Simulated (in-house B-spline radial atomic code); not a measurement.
# TDHF excitations of the tellurium ion Te⁴⁺

Method: TDHF. Computed with a B-spline radial code for spherical atoms: linear response of the closed shell [Kr] 4d10 5s2 with bare exchange (time-dependent Hartree-Fock); non-relativistic, point nucleus, no spin-orbit coupling, no double excitations, S, P, D and F terms only; shells from n = 3 respond. Only terms of natural parity with L up to 3 were computed.

Without relativity these are model numbers for so heavy an element.

Command:
```bash
python run_td.py task.json out
```
Settings (radii: box in bohr, nucleus in fm):
```
Z                        52
electrons                48
configuration            [Kr] 4d10 5s2
hamiltonian              nr
method                   hf
box_radius               19.1
intervals                56
```

Cost of the run: 1.3 s on 1 thread of Intel(R) Xeon(R) 6975P-C (Granite Rapids) (shared host).

The lowest states, in the order of their Tamm-Dancoff energies; the method's threshold (minus the highest occupied level) is 54.49 eV. Labels give the largest channel, * marks a mixed state, and oscillator strengths are full-response dipole values. Energies in eV:

```
     state  full response  Tamm-Dancoff  oscillator strength
5s → 5p 3P              ?             ?                    -
5s → 5p 1P         11.398        11.847                 1.55
5s → 5d 3D         23.301        23.324                    -
5s → 5d 1D         24.755        24.797                    -
5s → 6s 3S         27.006        27.020                    -
5s → 6s 1S         27.956        27.988                    -
5s → 4f 3F         28.821        28.893                    -
5s → 4f 1F         29.939        29.974                    -
5s → 6p 3P              ?             ?                    -
5s → 6p 1P          31.31         31.34               0.0804
```

Problem. Where does 5s → 5p 3P lie?

Solution. At 6.626 eV in full response, 7.221 eV in Tamm-Dancoff.

Problem. Where does 5s → 6p 3P lie?

Solution. At 30.88 eV in full response, 30.90 eV in Tamm-Dancoff.

Problem. How large is the singlet-triplet splitting of 5s → 5p (P terms) in Tamm-Dancoff?

Solution. 4.63 eV, from the unrounded values.

Problem. What polarisabilities and dispersion coefficient does the method give?

Solution. Dipole 10.34 bohr³, quadrupole 22.65 bohr⁵, C6 43.79 hartree·bohr⁶ for two such species.
